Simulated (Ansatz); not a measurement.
Molecule: C₄F₁₀ (charge 0, singlet). 
Geometry from a B3LYP-D3(BJ)/def2-TZVP (Ansatz, a quantum-chemistry and plane-wave program) optimisation:
SMILES: FC(F)(F)C(F)(F)C(F)(F)C(F)(F)F
```xyz
14

F     -2.8148    -0.7472     0.1304
C     -1.6341    -0.3959    -0.3783
F     -1.8090     0.6384    -1.2017
F     -1.1452    -1.4277    -1.0692
C     -0.6755    -0.0195     0.7902
F     -0.4351    -1.1387     1.4981
F     -1.3246     0.8613     1.5772
C      0.6925     0.6486     0.4251
F      0.4550     1.8755    -0.0749
F      1.3688     0.7753     1.5840
C      1.6207    -0.0990    -0.5776
F      2.8083     0.5057    -0.5970
F      1.1050    -0.0618    -1.8078
F      1.7892    -1.3703    -0.2121
```

Computed values are from Ansatz. Cores are frozen in the correlated levels unless marked. UHF or UKS for open shells. No spin-orbit coupling. Non-relativistic. CBS(X,Y): correlation extrapolated as X^-3; Hartree-Fock from the larger set. The bracket is a focal-point correction in the basis named.

### Question
What is the T1 diagnostic at CCSD/cc-pVTZ?

### Answer
0.012.

### Question
What is the atomisation energy De at RI-MP2/CBS(cc-pVTZ,cc-pVQZ)+[CCSD(T)-MP2]/cc-pVTZ?

### Answer
1414.7 kcal/mol.

### Question
What is the dipole moment at wB97M-V/def2-TZVPD?

### Answer
0.25 D.

### Question
What is the total energy at RI-MP2/CBS(cc-pVTZ,cc-pVQZ)+[CCSD(T)-MP2]/cc-pVTZ?

### Answer
-1150.0786 Eh.
